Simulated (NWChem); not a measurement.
## Worked example: vertical energy of the triplet above the singlet of CH2I2 (diiodomethane)

The species is CH2I2 (5 atoms), meant as a singlet with charge 0. As SMILES, `ICI`. The shape is that of a PBE0-D4/def2-TZVP optimisation.

Both states at this one shape; open shells run unrestricted unless said. 1 Eh = 27.2114 eV.

| level | program | singlet CH2I2 (Eh) | triplet CH2I2 (Eh) |
| --- | --- | --- | --- |
| M06-L/def2-SVP (core potential) | NWChem | -634.997094 | -634.864231 |
| MP2/def2-SVP (core potential), 9 core orbitals frozen | NWChem | -632.672195 | -632.513172 |

Work out the vertical gap, second state less first, at each level.


1. M06-L/def2-SVP (core potential): -634.864231 − (-634.997094) = 0.132863 Eh = 3.62 eV.
2. MP2/def2-SVP (core potential): -632.513172 − (-632.672195) = 0.159023 Eh = 4.33 eV.

No measured value is set beside it here; the levels span 3.62 to 4.33 eV. Spin-orbit coupling, which splits open shells on such heavy atoms by tenths of an eV, is left out.
